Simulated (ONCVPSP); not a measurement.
How hard is this nickel (Ni) ONCV potential?

```
Element                 : nickel
Generator               : ONCVPSP 4.0.1
Type                    : optimised norm-conserving Vanderbilt (ONCV)
Functional              : PBEsol
Relativity              : scalar-relativistic
Frozen core             : [Ne] 3s2
Valence charge          : 16
Reference configuration : 3p6 3d8.5 4s1.5
Partial waves           : 4s: rc 2.15 bohr, ncon 3, nbas 7, qcut 2.4 1/bohr, 2 projectors, debl 3.7 Ha; 3p: rc 0.80 bohr, ncon 4, nbas 8, qcut 9.9 1/bohr, 1 projector; 3d: rc 0.85 bohr, ncon 4, nbas 8, qcut 15.8 1/bohr, 2 projectors, debl 3 Ha
Local potential         : polynomial inside 0.50 bohr (lpopt 5, dvloc0 0 Ha)
Core correction         : polynomial model core, fcfact 0.7
```

Task: For each optimised wave give the share of its norm inside rc, the residual kinetic energy above qcut (Ha) and the cutoffs (Ha) for errors of 10, 1, 0.1 and 0.01 mHa per electron.

Result:

| wave | norm inside rc | residual KE | 10 mHa | 1 mHa | 0.1 mHa | 0.01 mHa |
| --- | --- | --- | --- | --- | --- | --- |
| 4s | 0.287 | 4.5e-03 | 2.1 | 9.6 | 30.0 | 58.9 |
| s projector 2 | 0.108 | 2.8e-01 | 12.4 | 37.7 | 55.0 | 104.1 |
| 3p | 0.583 | 8.5e-04 | 30.5 | 40.6 | 278.1 | 332.9 |
| 3d | 0.471 | 9.0e-05 | 91.2 | 108.5 | 124.9 | 318.3 |
| d projector 2 | 0.058 | 5.4e-05 | 82.9 | 104.5 | 120.8 | 174.7 |

The occupied waves need 108 Ha and 278 Ha for 1 and 0.1 mHa. Note: ghosts flagged at negative energy: s at -353.2 eV; GHOST(+) flagged for s at 117.6 eV. A true bound ghost makes a file unfit for plane-wave use. 1 of 4 tests not solved or not reliable.
